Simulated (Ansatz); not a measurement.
`OB[Si](F)([SiH3])Cl` + `B[SiH2]Cl` → `B[SiH2]BO` + `F[Si]([SiH3])(Cl)Cl`  (redistribution)

Computed with Ansatz on PBE0-D4/def2-TZVP structures; ΔE is electronic, products minus reactants. CCSD(T)/CBS is the MP2 limit (def2-TZVPP, def2-QZVPP) plus CCSD(T) − MP2 in def2-TZVPP, frozen cores. Functionals use def2-TZVPP. Each species was taken in one conformer, which may not be the lowest.

| level | ΔE (kJ/mol) |
| --- | --- |
| r2SCAN | -23.7 |
| HF/def2-QZVPP | -0.5 |

(1) What does CCSD(T)/CBS give? (Estimate.)

Largest T1 diagnostic among the species: 0.016.

Results:

(1) Computed: -15.6 kJ/mol. The listed levels differ from it by -8.1, 15.1 kJ/mol.

From PBE to PBE0 (25 % exact exchange), in def2-TZVPP and without D4, ΔE moves by +4.4 kJ/mol. In def2-TZVPP, CCSD(T) changes the Hartree–Fock value by −15.8 kJ/mol (the triples alone add −3.2 kJ/mol) and MP2 by −16.5 kJ/mol.
